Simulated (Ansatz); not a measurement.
Input file for Ansatz (a quantum-chemistry and plane-wave program): U-CCSD(T)/cc-pVDZ on GeH2O (SMILES [OH][GeH]), a point of a bond scan (R = 2.601 Å). The run froze 15 orbitals, filled d shells among them.

Ansatz 0.2 input:
```yaml
crystal:
  periodic: [false, false, false]
  atoms:
    - {symbol: Ge, position_ang: [-0.23528061, -0.20095819, 0.24734314]}
    - {symbol: H, position_ang: [-1.41085702, -0.03172168, -0.85873679]}
    - {symbol: O, position_ang: [1.02522544, 0.68082931, -0.68889534]}
    - {symbol: H, position_ang: [0.24980634, 1.58511315, -3.00059627]}
basis:
  gaussian:
    orbitals: cc-pVDZ
correlation: {method: ccsd_t, electrons: outside_noble_gas}
scf: {omitted_lower_state_checks: [cluster_reference]}
magnetization: {spin_polarized: true, initial_magnetization: 0}
```

It printed:

```
WARN ansatz: RAYON_NUM_THREADS=1 ignored (pool sized by the plan → 1); use --threads N
Functional definition: HF
these checks for a lower state are left out or cut short: cluster_reference
integrals: 0.03 GiB planned
546 factors; integrals over basis functions are off by at most 9.5e-4 eV
mean field: 0.16 GiB planned
mean field evaluation 1: about -58524.9286 eV, gradient 3.5e1 eV
mean field evaluation 2: about -58524.9421 eV, gradient 3.5e1 eV
mean field evaluation 4: about -58532.8383 eV, gradient 3.6e0 eV
mean field evaluation 8: about -58533.2662 eV, gradient 1.7e-1 eV
mean field evaluation 16: about -58534.0545 eV, gradient 5.0e0 eV
mean field evaluation 32: about -58537.8751 eV, gradient 4.8e-6 eV
mean field evaluation 64: about -58537.0581 eV, gradient 1.2e1 eV
mean field evaluation 96: about -58536.7221 eV, gradient 2.5e-6 eV
mean field evaluation 128: about -58537.8748 eV, gradient 5.2e-2 eV
mean field evaluation 160: about -58537.6985 eV, gradient 1.7e0 eV
mean field evaluation 192: about -58533.6901 eV, gradient 1.3e1 eV
mean field evaluation 224: about -58535.2701 eV, gradient 4.4e0 eV
mean field evaluation 256: about -58532.8159 eV, gradient 3.6e0 eV
mean field -58537.87512562 eV, -2151.2272324696 hartree, gradient 2.8e-6 eV, S^2 1.010976; 20 other end points of the search recorded, 0 dependent functions left out
15 core orbitals not correlated
reference -58537.87512562 eV, -2151.2272324696 hartree; 6, 6 occupied and 30, 30 virtual orbitals, 546 factors
second order -6.08044822 eV of doubles, -0.00000000 eV of singles
coupled cluster: 0.09 GiB planned
cycle   1  -6.50935900 eV  change   -4.3e-1 eV  update   1.0e-1
cycle   2  -6.80018628 eV  change   -2.9e-1 eV  update   4.2e-2
cycle   3  -6.93899942 eV  change   -1.4e-1 eV  update   3.8e-2
cycle   4  -6.97329607 eV  change   -3.4e-2 eV  update   2.5e-2
cycle   5  -7.01644014 eV  change   -4.3e-2 eV  update   1.8e-2
cycle   6  -7.05444234 eV  change   -3.8e-2 eV  update   1.1e-2
cycle   7  -7.05913734 eV  change   -4.7e-3 eV  update   5.4e-3
cycle   8  -7.06741801 eV  change   -8.3e-3 eV  update   3.8e-3
cycle   9  -7.06876527 eV  change   -1.3e-3 eV  update   2.5e-3
cycle  10  -7.06899150 eV  change   -2.3e-4 eV  update   1.5e-3
cycle  11  -7.07044439 eV  change   -1.5e-3 eV  update   8.5e-4
cycle  12  -7.07018155 eV  change    2.6e-4 eV  update   4.0e-4
cycle  13  -7.07026956 eV  change   -8.8e-5 eV  update   2.2e-4
cycle  14  -7.07016967 eV  change    1.0e-4 eV  update   1.4e-4
cycle  15  -7.07010552 eV  change    6.4e-5 eV  update   9.9e-5
cycle  16  -7.07010364 eV  change    1.9e-6 eV  update   8.4e-5
cycle  17  -7.07011065 eV  change   -7.0e-6 eV  update   7.1e-5
cycle  18  -7.07015207 eV  change   -4.1e-5 eV  update   5.0e-5
cycle  19  -7.07016720 eV  change   -1.5e-5 eV  update   2.8e-5
cycle  20  -7.07016480 eV  change    2.4e-6 eV  update   1.1e-5
cycle  21  -7.07016203 eV  change    2.8e-6 eV  update   7.6e-6
coupled cluster: 0.09 GiB planned
perturbative correction -0.24756657 eV, -0.0090979037 hartree
Total energy: -58545.19285422 eV, -2151.4961540356 hartree
Checks for a lower state left out: cluster_reference
```

The run converged. Its determinant has ⟨S²⟩ = 1.01, a mixture of spin states.

Cost: very roughly 6 core-seconds.
